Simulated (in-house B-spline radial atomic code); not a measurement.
**RPA and G0W0 on LC-wPBE: Ir V (Ir4+)**

Configuration [Xe] 4f14 5d5, highest spin, mean-field start LC-wPBE. Computed with a B-spline radial code for spherical atoms: all electrons, scalar-relativistic (spin-free one-electron X2C), finite nucleus, each spin shell either full or empty, empty states to l = 9 with an (l + 1/2)⁻⁴ tail; G0W0 by contour deformation at full frequency.

Without the two-electron picture change, the correlation of inner shells comes somewhat too large for so heavy an element.

Command:
```bash
python run_gw.py task.json out
```
Settings (radii: box in bohr, nucleus in fm):
```
Z                        77
electrons                73
configuration            [Xe] 4f14 5d5
hamiltonian              x2c
method                   lc_wpbe
lmax                     9
rms_radius               5.4032
spin_polarised           True
box_radius               11.96
intervals                67
```

Run time, properties included: 16 s on 1 thread of Arm Neoverse N1, with other jobs on the host.

Energies (hartree):

| term | value |
| --- | --- |
| mean-field total | -17825.88776 |
| Hartree-Fock functional on these orbitals | -17820.76403 |
| direct second order | -7.3955 |
| second-order exchange | 1.8488 |
| SOSEX correction | 1.7449 |

Problem. What is the RPA correlation energy, and what remains with SOSEX?

Solution. RPA gives -6.5015 hartree (-2.42 eV per electron); RPA + SOSEX gives -4.7566, and the second-order doubles -5.5467 hartree (no singles). RPA lacks exchange-type terms and so overcorrelates at short range.

Quasi-particle levels (eV):

```tsv
level	occupied	mean field	Σx - vxc	Σc	QP weight	G0W0
5d up	yes	-56.85	-2.60	?	?	?
5p down	yes	-103.94	-4.10	-0.15	0.951	-108.18
4f down	yes	-114.44	-16.06	6.56	0.910	-123.94
5d down	no	-42.80	4.18	-3.05	0.966	-41.67
```

G0W0 = mean field + (Σx - vxc) + Σc, with Σc (partial-wave tail included) taken at the quasi-particle energy. Only the outer levels were computed. Levels of low weight are left out.

Problem. Where does G0W0 put 5d up?

Solution. At -59.88 eV, with Σc = -0.42 eV and a quasi-particle weight of 0.965. The tabulated removal energy is 57 ± 1.9 eV (NIST, tabulated theory); the calculation leaves out spin-orbit coupling, Breit and QED terms, and what these don't explain is the method's own error.
